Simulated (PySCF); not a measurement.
Species: C6H5O (doublet state).
Atom-mapped SMILES: `[CH:1]#[C:2][C:3]1=[CH:4][O:5][CH2:6][CH:7]1` (hydrogens: H8 on C1; H9 on C4; H10, H11 on C6; H12 on C7)

Cartesian coordinates in Å at the GFN2-xTB level; atoms count from 1:
```
atom  x, y, z in Å
C1     2.9031    0.7271    0.6342
C2     1.7730    0.3814    0.4273
C3     0.4389   -0.0067    0.1889
C4     0.0270   -1.2811   -0.1738
O5    -1.3184   -1.3542   -0.3341
C6    -1.8589   -0.0654   -0.0685
C7    -0.6902    0.7941    0.2703
H8     3.8920    1.0256    0.8147
H9     0.5897   -2.1777   -0.3377
H10   -2.5903   -0.1517    0.7516
H11   -2.4106    0.2773   -0.9592
H12   -0.7542    1.8307    0.5250
```

The calculation used PySCF, UKS B3LYP, pcH-1 on C H O, non-relativistic, mean-field spin-orbit, GIAO. Geometry: GFN2-xTB; no solvent, vibrations or thermal averaging. A GFN2-xTB geometry isn't a minimum of the functional, and hyperfine couplings can be far from their values at a DFT geometry. The SCF solution wasn't tested for stability. ⟨S²⟩ is 0.777 where a pure state has 0.75.

Largest spin populations (Mulliken): C7 (+0.62), C4 (+0.51), C3 (-0.19) and O5 (+0.10). The positive populations add up to 1.38 and the negative ones to -0.38, together 2S = 1. The angles at C7 add up to 360.0°, so it is planar; its axial dipolar tensor and the negative coupling of its proton fit spin in a p orbital normal to that plane.

(1) McConnell's relation a(H) = Q·ρ ties the coupling of a proton on a planar π carbon to the spin population of that carbon. What Q do the computed values give?

(2) How do the β-proton couplings of this frozen conformer go with θ, the angle between the C–H bond and the normal to the plane of the spin centre's three neighbours, both seen down the bond from centre to carbon?

Answers

(1) 
| H | C | ρ(C) | a(H) (G) | a/ρ (G) |
| --- | --- | --- | --- | --- |
| H9 | C4 | +0.509 | -13.94 | -27.4 |
| H12 | C7 | +0.621 | -15.05 | -24.3 |

A least-squares line through the origin gives Q = -25.5 G with Mulliken populations.

(2) 
| β H | on | centre | θ (°) | cos²θ | a (G) |
| --- | --- | --- | --- | --- | --- |
| H10 | C6 | C7 | 29 | 0.77 | +43.67 |
| H11 | C6 | C7 | 29 | 0.77 | +43.64 |

Couplings in gauss use g_iso = 2.0032.
